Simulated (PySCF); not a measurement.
Species: [TcO4]- (charge -1 and singlet state).
Bonds: Tc1–O2, Tc1–O3, Tc1–O4, Tc1–O5.

Computed by this run: PBE0-D3(BJ)/def2-SVP geometry optimisation, gas phase, def2 core potentials past Kr in PySCF 2.14.0; density fitting, grid level 1; the optimiser is geomeTRIC in internal coordinates, started from a GFN2-xTB structure with every atom displaced at random (about 0.03 Å).

At the end of the run (lengths in Å): Tc1–O3 1.698, Tc1–O2 1.699, Tc1–O5 1.699, Tc1–O4 1.699, O2–Tc1–O3 109.4°.

Problem. These geometries were met on the way; a selection of coordinates is given. Order them by energy above the end point, lowest first.
A. Tc1–O3 1.569, Tc1–O2 1.650, Tc1–O5 1.672, Tc1–O4 1.726, O2–Tc1–O3 114.9°
B. Tc1–O3 1.735, Tc1–O2 1.732, Tc1–O5 1.726, Tc1–O4 1.707, O2–Tc1–O3 107.0°
C. Tc1–O3 1.713, Tc1–O2 1.702, Tc1–O5 1.698, Tc1–O4 1.693, O2–Tc1–O3 109.1°

Solution. C (0.006 eV), B (0.113 eV), A (0.772 eV).

| step | E above end (eV) | rms distance from the end, all atoms (Å) | largest force (eV/Å) | rms shift of all bonds from the end (Å) |
| --- | --- | --- | --- | --- |
| 2 | 0.006 | 0.007 | 0.900 | 0.008 |
| 1 | 0.113 | 0.034 | 2.138 | 0.028 |
| 0 | 0.772 | 0.073 | 9.327 | 0.072 |

Rows stand in the order of the answer.
